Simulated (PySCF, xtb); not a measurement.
C₄H₇FO, SMILES CC1(F)COC1.

GFN2-xTB in xtb at its own geometry gives an orbital gap of 10.13 eV and a dipole moment of 1.94 D.

The structure is a stationary point at PBE0-D3(BJ)/def2-SVP.

Q: What does PBE/def2-TZVP (PySCF) give? (The exact figures need the calculation; the answer reports its results.)

A: gap 6.14 eV (levels -5.95 and 0.19 eV), dipole 1.36 D.
